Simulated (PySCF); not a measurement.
NMR data simulated for an unnamed compound:

¹H NMR (600 MHz, computed): δ 5.58 (m, 1H), 5.26 (m, 1H), 5.13 (s, 3H), 5.11 (m, 1H), 4.54 (br s, 1H), 4.37 (br s, 1H), 1.93 (s, 3H).

¹³C{¹H} NMR (computed): δ 163.9 (C), 95.1 (CH2), 25.3 (CH3).

No solvent, non-relativistic, equivalent nuclei averaged, one conformer. NMR shieldings at PBE0/pcSseg-1/GIAO; structure optimised with GFN2-xTB; PySCF.

Chemical shifts δ = σref − σ; TMS for ¹H (σ = 31.72 ppm), ¹³C (σ = 186.93 ppm), all at this level.

Problem. Which of these does the molecule contain: a C≡C triple bond, a three-membered ring, an N-methyl group, a Si–H bond, a non-aromatic C=C double bond?

Solution. 
- A C≡C triple bond: no.
- A three-membered ring: no.
- An N-methyl group: no.
- A Si–H bond: yes (δH 5.58 (m)).
- A non-aromatic C=C double bond: yes.

The data belong to SMILES C=C(C)O[Si@H](O[SiH3])[SiH2]Cl, C$_{3}$H$_{11}$ClO$_{2}$Si$_{3}$; they needn't prove each group on their own.

Carbon signals by region: 1 in the far downfield region (above 160 ppm), 1 at 50–100 ppm, 1 below 50 ppm. Above 160 ppm: 163.9, alkene carbon bearing oxygen.

Shifts are as computed. Against solution values, carbons near 30 ppm lie about +3 ppm off and those near 130 ppm about +5 ppm. Of 1211 compounds with measured shifts, 218 miss one by over three times the rms of a fit or turn the order of signals round; such compounds aren't used in these exercises. Multiplicities follow the n + 1 count of equivalent neighbours, as no J values were calculated; m marks all less simple cases, F and P coupling included.
